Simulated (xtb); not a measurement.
F₂La (SMILES [F][La+][F]), charge +1, singlet, from a rough starting geometry (GFN-xTB shapes and energies of metal compounds can be far from the true ones) (the multiplicity is a formal guess); GFN2-xTB run with xtb.

The xtb input:
```
$ xtb mol.xyz --gfn 2 --chrg 1 --opt vtight --json

# file mol.xyz
3

La     0.92619517     0.66610312     0.17462982
F     -0.94737682     0.62432082    -1.12001134
F     -0.04564347    -1.28844078     0.90721824
```

Question: Predict the main parts of the log of this xtb run.

Answer: 
```
   ID    Z sym.   atoms
    1   57 La     1
    2    9 F      2, 3

           -------------------------------------------------
          |                Calculation Setup                |
           -------------------------------------------------

           -------------------------------------------------
          |                 G F N 2 - x T B                 |
           -------------------------------------------------

          ...................................................
          :                      SETUP                      :
          :.................................................:
          :  # basis functions                  18          :
          :  # atomic orbitals                  17          :
          :  # shells                            7          :
          :  # electrons                        16          :
          :  max. iterations                   250          :
          :  Hamiltonian                  GFN2-xTB          :
          :  restarted?                      false          :
          :  GBSA solvation                  false          :
          :  PC potential                    false          :
          :  electronic temp.          300.0000000     K    :
          :  accuracy                    1.0000000          :
          :  -> integral cutoff          0.2500000E+02      :
          :  -> integral neglect         0.1000000E-07      :
          :  -> SCF convergence          0.1000000E-05 Eh   :
          :  -> wf. convergence          0.1000000E-03 e    :
          :  Broyden damping             0.4000000          :
          :  net charge                          1          :
          :  unpaired electrons                  0          :
          ...................................................

 iter      E             dE          RMSdq      gap      omega  full diag
   1     16.2349872  0.162350E+02  0.805E+01    2.93       0.0  T
   2     -8.8146000 -0.250496E+02  0.387E+01   40.94       1.0  T
   3     -9.0551802 -0.240580E+00  0.261E+01   23.20       1.0  T
   4     -9.0543508  0.829399E-03  0.261E+01   23.25       1.0  T
   5     -9.2268955 -0.172545E+00  0.276E+01   16.65       1.0  T
   6     20.0780827  0.293050E+02  0.861E+01    4.88       1.0  T
   7     19.7514331 -0.326650E+00  0.849E+01    4.89       1.0  T
   8     -9.6810873 -0.294325E+02  0.149E+01    6.24       1.0  T
   9     -9.3155542  0.365533E+00  0.201E+01   13.56       1.0  T
  10     -9.7579195 -0.442365E+00  0.137E+01    5.24       1.0  T
  11     -9.8500072 -0.920877E-01  0.126E+01    4.39       1.0  T
  12     -9.8791017 -0.290945E-01  0.124E+01    4.15       1.0  T
  13    -10.1042964 -0.225195E+00  0.960E+00    2.65       1.0  T
  14    -10.0908119  0.134845E-01  0.954E+00    2.75       1.0  T
  15    -10.1133309 -0.225191E-01  0.928E+00    2.61       1.0  T
  16    -10.1226439 -0.931298E-02  0.910E+00    2.55       1.0  T
  17    -10.2191160 -0.964721E-01  0.786E+00    1.76       1.0  T
  18    -10.2210372 -0.192119E-02  0.783E+00    1.73       1.0  T
  19    -10.2232873 -0.225005E-02  0.786E+00    1.66       1.0  T
  20    -10.2234777 -0.190452E-03  0.788E+00    1.65       1.0  T
  21    -10.2137372  0.974053E-02  0.737E+00    1.83       1.0  T
  22    -10.2053862  0.835095E-02  0.630E+00    1.93       1.0  T
  23    -10.1612240  0.441622E-01  0.563E+00    2.28       1.0  T
  24    -10.1838796 -0.226556E-01  0.375E+00    2.13       1.0  T
  25    -10.2255098 -0.416302E-01  0.198E+00    1.63       1.0  T
  26    -10.2223120  0.319775E-02  0.287E+00    1.45       1.0  T
  27    -10.2225221 -0.210072E-03  0.275E+00    1.45       1.0  T
  28    -10.2214115  0.111055E-02  0.231E+00    1.43       1.0  T
  29    -10.2242822 -0.287063E-02  0.155E+00    1.48       1.0  T
  30    -10.2257067 -0.142457E-02  0.110E+00    1.53       1.0  T
  31    -10.2259371 -0.230338E-03  0.873E-01    1.56       1.0  T
  32    -10.2258901  0.469557E-04  0.667E-01    1.54       1.0  T
[...]
         :: total energy             -10.224978785427 Eh    ::
 * total energy  :   -10.2249788 Eh     change       -0.2599112E-09 Eh
 * total energy  :   -10.2251808 Eh     change       -0.2019913E-03 Eh
 * total energy  :   -10.2251931 Eh     change       -0.1231031E-04 Eh
 * total energy  :   -10.2251948 Eh     change       -0.1753893E-05 Eh
 * total energy  :   -10.2251948 Eh     change       -0.3089074E-08 Eh
   *** GEOMETRY OPTIMIZATION CONVERGED AFTER 5 ITERATIONS ***
         :: total energy             -10.225194844236 Eh    ::
[...]
         :: -> dispersion             -0.001052582202 Eh    ::
         :: repulsion energy           0.000787203771 Eh    ::
         :: add. restraining           0.000000000000 Eh    ::
         :: total charge               1.000000000000 e     ::
         :::::::::::::::::::::::::::::::::::::::::::::::::::::

           -------------------------------------------------
          |                Property Printout                |
           -------------------------------------------------

    * Orbital Energies and Occupations

         #    Occupation            Energy/Eh            Energy/eV
      -------------------------------------------------------------
         1        2.0000           -1.1310826             -30.7783
         2        2.0000           -1.0882908             -29.6139
         3        2.0000           -0.8415051             -22.8985
         4        2.0000           -0.7684142             -20.9096
         5        2.0000           -0.7640624             -20.7912
         6        2.0000           -0.7637707             -20.7833
         7        2.0000           -0.7606351             -20.6979
         8        2.0000           -0.7604153             -20.6920 (HOMO)
         9                         -0.7041556             -19.1611 (LUMO)
        10                         -0.6202859             -16.8788
        11                         -0.6153650             -16.7449
        12                         -0.6144883             -16.7211
        13                         -0.6137222             -16.7002
        14                         -0.6101624             -16.6034
        15                         -0.3005940              -8.1796
        16                         -0.1311852              -3.5697
        17                          0.0016698               0.0454
      -------------------------------------------------------------
                  HL-Gap            0.0562597 Eh            1.5309 eV
             Fermi-level           -0.7320024 Eh          -19.9188 eV

     #   Z          covCN         q      C6AA      α(0)
     1  57 La       1.224     1.022  1793.502   161.249
     2   9 F        0.612    -0.011     9.490     3.634
     3   9 F        0.612    -0.011     9.491     3.634

 Mol. C6AA /au·bohr⁶  :       2214.472282
 Mol. C8AA /au·bohr⁸  :     496858.194796
 Mol. α(0) /au        :        168.517472

Wiberg/Mayer (AO) data.
largest (>0.10) Wiberg bond orders for each atom

 ---------------------------------------------------------------------------
     #   Z sym  total        # sym  WBO       # sym  WBO       # sym  WBO
 ---------------------------------------------------------------------------
     1  57 La   1.965 --     3 F    0.982     2 F    0.982
     2   9 F    1.416 --     1 La   0.982     3 F    0.434
     3   9 F    1.416 --     1 La   0.982     2 F    0.434
 ---------------------------------------------------------------------------

Topologies differ in total number of bonds
Writing topology from bond orders to xtbtopo.mol

molecular dipole:
                 x           y           z       tot (Debye)
 q only:        1.799       1.278       0.350
   full:        2.461       1.737       0.485       7.754
molecular quadrupole (traceless):
                xx          xy          yy          xz          yz          zz
 q only:        2.306       3.339      -0.064       0.839       0.761      -2.241
  q+dip:        3.526       4.921      -0.209       0.896       1.643      -3.317
   full:        2.690       3.098      -0.546      -0.987       3.287      -2.143

optimized geometry written to: xtbopt.xyz

           -------------------------------------------------
          | TOTAL ENERGY              -10.225194844236 Eh   |
          | GRADIENT NORM               0.000008451615 Eh/α |
          | HOMO-LUMO GAP               1.530903441605 eV   |
           -------------------------------------------------

normal termination of xtb
```
